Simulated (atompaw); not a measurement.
Pseudopotential generation for Co (Z = 27): PAW (atompaw), LDA (PW92), scalar-relativistic.

Input for atompaw 4.2.0.5:

```
Co 27
LDA-PW scalarrelativistic loggrid 1500 logderivrange -9 5 351
4 4 3 0 0 0
4 1 0
3 2 7
0 0 0
c
c
v
v
c
v
v
v
2
1.60 1.25 1.40 1.10
n
n
y
0.15
n
bloechl besselshape
bessel
PWSCFOUT
UPFDX 0.0125d0 UPFXMIN -7.d0 UPFZMESH 27.d0
END
```

Command:

```bash
atompaw < Co.input > Co.log
```

Output (summary file):

```
Completed calculations for Co (AE)

 Exchange-correlation type: LDA, Perdew-Wang correlation

 Radial integration grid is logarithmic
 r0 =   3.0804019E-04 h =   8.3170852E-03   n =      1500 rmax =   8.0000000E+01

 Scalar relativistic calculation

 AEatom converged in  45 iterations
   nz     =  27.00
   delta  =       1.205350868053E-17

 All Electron Orbital energies:
  n  l      occupancy      energy
  1  0      2.0000000E+00 -5.5687926E+02
  2  0      2.0000000E+00 -6.5934394E+01
  3  0      2.0000000E+00 -7.4875116E+00
  4  0      2.0000000E+00 -4.1700828E-01
  2  1      6.0000000E+00 -5.6553003E+01
  3  1      6.0000000E+00 -4.8153025E+00
  4  1      0.0000000E+00 -1.0189657E-01
  3  2      7.0000000E+00 -6.2188665E-01

 Total energy
   Total                    :    -2781.55527062132296

 ---
 Completed calculations for Co (SC)

 Exchange-correlation type: LDA, Perdew-Wang correlation

 Radial integration grid is logarithmic
 r0 =   3.0804019E-04 h =   8.3170852E-03   n =      1500 rmax =   8.0000000E+01

 Scalar relativistic calculation

 SCatom converged in   1 iterations
   nz     =  27.00
   delta  =       2.542118887863E-17

 Valence Electron Orbital energies:
  n  l      occupancy      energy
   3  0      2.0000000E+00 -7.4875116E+00
   4  0      2.0000000E+00 -4.1700828E-01
   3  1      6.0000000E+00 -4.8153025E+00
   4  1      0.0000000E+00 -1.0189657E-01
   3  2      7.0000000E+00 -6.2188665E-01

 Total energy
   Total                    :    -2781.55527061744624
   Valence                  :     -371.31403519807685

 PAW parameters:
       lmax =            2
         rc =    1.6044940235476037
        irc =         1030
   rc_shape =    1.2501224286707178
    rc_vloc =    1.4045370778305550
    rc_core =    1.1034619551303648
   Vloc: truncated form - Vps(r)=A.sin(qr)/r for r<rc
   Projector type: Bloechl + Gram-Schmidt ortho.
   Bessel compensation charge shape zeroed at   1.2501E+00

 Number of basis functions     6
 No.   n  nodes  l      Energy         Cp coeff         Occ
  1    3    2    0   -0.7487512E+01  0.9370851E+01  0.2000000E+01
  2    4    3    0   -0.4170083E+00  0.5175774E+01  0.2000000E+01
  3    3    1    1   -0.4815302E+01  0.1700858E+02  0.6000000E+01
  4    4    2    1   -0.1018966E+00  0.1854514E+02  0.0000000E+00
  5    3    0    2   -0.6218867E+00  0.2282873E+02  0.7000000E+01
  6  999    1    2    0.1500000E+00  0.2545285E+02  0.0000000E+00

 Eigenvalues of overlap operator (in the basis of projectors):
    1        7.80447084E-03
    2        5.76930722E-01
    3        1.99653660E+00
    4        5.35119694E+00
    5        9.72605745E+00
    6        2.85599438E+01

 Orbital leakage outside PAW augmentation regions
   orb  is_core?  %out_of_sphere
   1 0    T          -0.00
   2 0    T           0.00
   3 0    F           1.26
   4 0    F          90.51
   2 1    T           0.00
   3 1    F           2.69
   4 1    F          97.30
   3 2    F          16.23

 Summary of PAW energies
   Total valence energy     :   -371.31403500429633
   Smooth energy            :    163.64406022907062
   One center               :   -534.95809523336698
   Smooth kinetic           :     77.15194117086436
   Vloc energy              :     53.29053440917603
   Smooth exch-corr         :    -18.64293506178331
   One-center xc            :    -95.15437683073442
```

The run took about 11 s on one core of a shared server CPU.
